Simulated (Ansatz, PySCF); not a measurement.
H6Si3, SMILES [SiH2]1[SiH2][SiH2]1. Atoms are numbered in the order given.

```xyz
9

Si     1.3493     0.0000     0.0000
H      2.1661     0.0000     1.2472
H      2.1661     0.0000    -1.2472
Si    -0.6746     1.1685     0.0000
H     -1.0831     1.8759     1.2472
H     -1.0831     1.8759    -1.2472
Si    -0.6746    -1.1685     0.0000
H     -1.0831    -1.8759     1.2472
H     -1.0831    -1.8759    -1.2472
```

Coordinates come from a PBE0-D3(BJ)/def2-SVP optimisation.

Two levels are set side by side: PBE-D3(BJ)/def2-SVP (Ansatz, a quantum-chemistry and plane-wave program) and PBE0-D3(BJ)/def2-SVP (Ansatz). Each level has its own optimised geometry; the coordinates shown are those of the second. Frequencies come from the Hessian of PySCF at each geometry. Differences are taken from unrounded values.

| quantity | PBE0-D3(BJ) |
|---|---|
| mean bond length (Å) | 1.773 |
| bond Si1–Si4 (Å) | 2.337 |
| bond Si1–Si7 (Å) | 2.337 |
| bond Si4–Si7 (Å) | 2.337 |
| bond Si1–H2 (Å) | 1.491 |
| bond Si1–H3 (Å) | 1.491 |
| bond Si4–H5 (Å) | 1.491 |
| bond Si4–H6 (Å) | 1.491 |
| bond Si7–H8 (Å) | 1.491 |
| bond Si7–H9 (Å) | 1.491 |
| highest harmonic wavenumber (cm⁻¹) | 2260 |
| mean harmonic wavenumber (cm⁻¹) | 1029 |
| zero-point energy (kcal/mol) | 30.89 |

### Question
What does PBE-D3(BJ) give, and how far is it from PBE0-D3(BJ)? (The exact figures need the calculation; the answer reports its results.)

### Answer

| quantity | PBE-D3(BJ) | PBE-D3(BJ) minus PBE0-D3(BJ) |
|---|---|---|
| mean bond length (Å) | 1.784 | 0.011 |
| bond Si1–Si4 (Å) | 2.348 | 0.011 |
| bond Si1–Si7 (Å) | 2.348 | 0.011 |
| bond Si4–Si7 (Å) | 2.348 | 0.011 |
| bond Si1–H2 (Å) | 1.502 | 0.011 |
| bond Si1–H3 (Å) | 1.502 | 0.011 |
| bond Si4–H5 (Å) | 1.502 | 0.011 |
| bond Si4–H6 (Å) | 1.502 | 0.011 |
| bond Si7–H8 (Å) | 1.502 | 0.011 |
| bond Si7–H9 (Å) | 1.502 | 0.011 |
| highest harmonic wavenumber (cm⁻¹) | 2189 | -71 |
| mean harmonic wavenumber (cm⁻¹) | 991 | -38 |
| zero-point energy (kcal/mol) | 29.75 | -1.14 |

Exact exchange shortens and stiffens bonds; PBE has none. Differences between two approximate levels are no errors against the true value.
